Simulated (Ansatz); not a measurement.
Method: Ansatz (a program for electronic structure) with frozen-core CCSD(T)/def2-TZVPP // PBE0-D3(BJ)/def2-TZVP. The restricted HF reference is unstable towards unrestricted orbitals.

Ansatz 0.2 input:
```yaml
crystal:
  periodic: [false, false, false]
  atoms:
    - { symbol: C, position_ang: [-0.992371, -0.236465, 0.111844] }
    - { symbol: Si, position_ang: [0.589127, 0.349587, -0.040045] }
    - { symbol: I, position_ang: [2.492733, -1.051665, -0.480802] }
    - { symbol: H, position_ang: [-1.80763, 0.451378, 0.308716] }
    - { symbol: H, position_ang: [-1.248774, -1.284097, 0.022691] }
    - { symbol: H, position_ang: [0.966914, 1.771263, 0.077595] }
basis:
  gaussian: { orbitals: def2-TZVPP }
correlation:
  method: ccsd_t
```

Output:

```
Functional definition: HF
1139 factors; integrals over basis functions are off by at most 1.3e-3 eV
mean field evaluation 1: about -17009.6204 eV, gradient 3.3e1 eV
mean field evaluation 2: about -17009.7257 eV, gradient 3.3e1 eV
mean field evaluation 4: about -17012.8190 eV, gradient 3.1e0 eV
mean field evaluation 8: about -17012.8837 eV, gradient 4.7e-1 eV
mean field evaluation 16: about -17012.8857 eV, gradient 1.6e-6 eV
mean field -17012.88573567 eV, -625.2120190376 hartree, gradient 1.6e-6 eV, S^2 0.000000; 0 other end points of the search recorded, 0 dependent functions left out; unrestricted orbitals would lower it
10 core orbitals not correlated
reference -17012.88573567 eV, -625.2120190376 hartree; 14, 14 occupied and 141, 141 virtual orbitals, 1139 factors
second order -21.29436388 eV of doubles, -0.00000000 eV of singles
cycle   1  -20.48103747 eV  change    8.1e-1 eV  update   9.7e-2
cycle   2  -21.03532424 eV  change   -5.5e-1 eV  update   2.9e-2
cycle   3  -21.10512170 eV  change   -7.0e-2 eV  update   1.4e-2
cycle   4  -21.08517693 eV  change    2.0e-2 eV  update   4.1e-3
cycle   5  -21.08788912 eV  change   -2.7e-3 eV  update   2.0e-3
cycle   6  -21.08917993 eV  change   -1.3e-3 eV  update   6.0e-4
cycle   7  -21.08864521 eV  change    5.3e-4 eV  update   2.2e-4
cycle   8  -21.08868696 eV  change   -4.2e-5 eV  update   1.0e-4
cycle   9  -21.08878023 eV  change   -9.3e-5 eV  update   2.8e-5
cycle  10  -21.08875070 eV  change    3.0e-5 eV  update   1.2e-5
perturbative correction -0.70129824 eV, -0.0257722348 hartree
Total energy: -17034.67578460 eV, -626.0127885660 hartree
```

Cost: about 70 core-seconds (a rough figure).
